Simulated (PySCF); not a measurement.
Job file and geometry (Å, from GFN2-xTB) of an NMR shielding run on `CC(=O)[C@@H](S)CC[SiH2]O`, C₅H₁₂O₂SSi, GIAO PBE0/pcSseg-1 NMR shielding, non-relativistic, gas phase in PySCF 2.14.0, density-fitted response routines; density fitting, a coarse starting grid and PySCF grid level 2 are the driver's defaults:

```
$ OMP_NUM_THREADS=1 python probes_run.py task.json out

{"job": {"kind": "nmr", "xc": "PBE0", "basis": "pcSseg-1"}, "charge": 0, "multiplicity": 1}
C      1.230895     1.035515     1.933744
C      1.437529     0.736516     0.477397
O      2.483474     0.359114     0.011293
C      0.215558     0.982440    -0.390442
S      0.423354     2.704287    -0.999800
C      0.085512    -0.008676    -1.535946
C     -0.199783    -1.419831    -1.021275
Si    -1.836734    -1.643752    -0.086116
O     -1.608381    -0.962187     1.381084
H      0.796314     2.025754     2.050416
H      2.171825     0.974041     2.474057
H      0.526986     0.306786     2.333597
H     -0.691682     1.015962     0.211002
H      1.582209     2.486704    -1.618216
H      1.023840    -0.011616    -2.099084
H     -0.714045     0.317238    -2.204800
H     -0.208507    -2.090977    -1.881174
H      0.633943    -1.737284    -0.392392
H     -2.139914    -3.066752     0.075110
H     -2.939840    -0.966514    -0.773097
H     -2.281474    -1.019826     2.054169
```

**Question.** What does the program print?

**Answer.** 
```
coarse grid: 18296 points
cycle   1  E = -1034.9161797800  dE =  1.093e+00  |g| = 1.047e+00  |ddm| = 4.107e+00
cycle   2  E = -1034.4410629990  dE =  4.751e-01  |g| = 1.892e+00  |ddm| = 2.742e+00
cycle   3  E = -1035.1128625822  dE = -6.718e-01  |g| = 2.606e-01  |ddm| = 2.130e+00
cycle   4  E = -1035.1255837712  dE = -1.272e-02  |g| = 9.720e-02  |ddm| = 2.808e-01
cycle   5  E = -1035.1272016983  dE = -1.618e-03  |g| = 2.757e-02  |ddm| = 1.006e-01
cycle   6  E = -1035.1273558568  dE = -1.542e-04  |g| = 5.436e-03  |ddm| = 2.671e-02
cycle   7  E = -1035.1273615916  dE = -5.735e-06  |g| = 1.669e-03  |ddm| = 5.397e-03
final grid: 166592 points
cycle   8  E = -1035.2040471673  dE = -3.634e-05  |g| = 1.482e-02  |ddm| = 3.794e-02
cycle   9  E = -1035.2039559865  dE =  9.118e-05  |g| = 2.620e-02  |ddm| = 3.259e-02
cycle  10  E = -1035.2040904305  dE = -1.344e-04  |g| = 3.310e-03  |ddm| = 2.229e-02
cycle  11  E = -1035.2040926341  dE = -2.204e-06  |g| = 4.051e-04  |ddm| = 3.087e-03
cycle  12  E = -1035.2040926630  dE = -2.889e-08  |g| = 1.599e-04  |ddm| = 4.975e-04
cycle  13  E = -1035.2040926678  dE = -4.876e-09  |g| = 4.057e-05  |ddm| = 1.527e-04
cycle  14  E = -1035.2040926682  dE = -3.365e-10  |g| = 1.021e-05  |ddm| = 4.478e-05
converged SCF energy = -1035.2040926682

GIAO shielding tensors (ppm)
atom      isotropic    diamagn.    paramagn.     s11        s22        s33       span
  0 C      155.400     252.673     -97.273    132.308    142.991    190.900     58.593
  1 C      -25.294     251.731    -277.025   -114.115    -63.211    101.445    215.560
  2 O     -281.791     401.211    -683.002   -831.765   -383.775    370.168   1201.933
  3 C      137.799     253.133    -115.334    125.280    138.322    149.794     24.514
  4 S      520.399    1056.492    -536.093    362.587    418.863    779.747    417.160
  5 C      151.162     248.184     -97.022    134.166    144.985    174.336     40.169
  6 C      170.853     253.360     -82.507    157.068    175.209    180.282     23.214
  7 Si     359.889     879.189    -519.301    305.392    361.771    412.503    107.111
  8 O      318.631     391.175     -72.544    277.410    305.676    372.807     95.398
  9 H       28.720      29.600      -0.880     24.793     29.399     31.968      7.175
 10 H       29.792      28.758       1.034     26.207     27.346     35.825      9.618
 11 H       29.026      31.234      -2.208     24.152     30.054     32.873      8.720
 12 H       28.190      34.722      -6.532     22.596     27.770     34.204     11.608
 13 H       29.874      31.443      -1.569     23.068     28.354     38.199     15.130
 14 H       29.144      33.185      -4.042     24.735     29.048     33.647      8.912
 15 H       29.766      32.414      -2.648     24.874     30.177     34.247      9.373
 16 H       31.190      30.036       1.154     25.479     29.020     39.071     13.592
 17 H       30.741      33.166      -2.426     26.732     30.743     34.748      8.016
 18 H       26.581      27.982      -1.401     22.560     24.772     32.412      9.852
 19 H       26.554      29.167      -2.612     23.661     24.718     31.284      7.623
 20 H       30.922      30.465       0.457     21.936     25.080     45.750     23.815
```

**Question.** Turn these shieldings into chemical shifts. Chemical shifts δ = σref − σ; ¹³C (σ = 186.93 ppm) and ²⁹Si (σ = 349.16 ppm) and ¹H (σ = 31.72 ppm) against TMS; ¹⁷O (σ = 336.08 ppm) against H2O; ³³S (σ = 503.73 ppm) vs CS2, all at this level.

**Answer.** Averaging equivalent atoms: C 1: 212.2; C 3: 49.1; C 5: 35.8; C 0: 31.5; C 6: 16.1; O 2: 617.9; O 8: 17.4; S 4: -17; Si 7: -10.7; H 19: 5.16; H 18: 5.14; H 12: 3.53; H 14: 2.57; H 9/10/11: 2.54; H 15: 1.95; H 13: 1.84; H 17: 0.98; H 20: 0.80; H 16: 0.53 ppm. Unscaled 17O shifts of doubly bonded oxygen tend to come out too high, by tens of ppm or more. Experimental scales use liquid or dissolved standards, which lie at an offset from isolated H2O (liquid H2O: subtract about 36 ppm).

Size and cost of the density-fitted run: 227 basis functions, 2.4 min wall time on 1 thread of an Intel Xeon, shared host; peak memory 1.1 GiB.
